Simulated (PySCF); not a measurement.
**Worked example: chemical shift, span and skew from a shielding tensor**

CH6AlClSi, SMILES [CH3][Al]([SiH3])[Cl]. Atoms are numbered in the order given.

```xyz
10

Al    -0.0317    -0.2175     0.3733
Cl     1.8301    -0.6062    -0.5705
C     -0.3967    -1.0653     2.0854
H      0.3788    -1.7906     2.3783
H     -1.3700    -1.5864     2.0758
H     -0.4651    -0.3057     2.8850
Si    -1.5230     1.3050    -0.8336
H     -2.8132     1.5362    -0.1075
H     -1.8567     0.7611    -2.1898
H     -0.8723     2.6394    -1.0395
```

Geometry: r2SCAN-D4/def2-SVP.

GIAO shieldings from PBE/pcSseg-1 (PySCF), non-relativistic, no solvent. The symmetric part of the tensor of C3 has the principal values 162.1, 178.0, 196.3 ppm. The same nucleus in TMS has σ = 182.0 ppm at this level (PySCF, at its B3LYP-D3(BJ)/def2-TZVP geometry). Without spin–orbit terms, shifts of atoms bonded to Cl or Br come out too high.

Q: Work out the isotropic shielding, the ¹³C shift against TMS, the span and the skew.

A: 
σ(iso) = (σ11 + σ22 + σ33)/3 = 178.8 ppm. δ = σ(ref) − σ(iso) = 182.0 − (178.8) = 3.2 ppm.
Span Ω = σ33 − σ11 = 34.2 ppm. Skew κ = 3(σ(iso) − σ22)/Ω = 0.07. Tumbling in solution averages the tensor to δ; in a static solid the shielding alone would spread this spin-1/2 line over Ω.
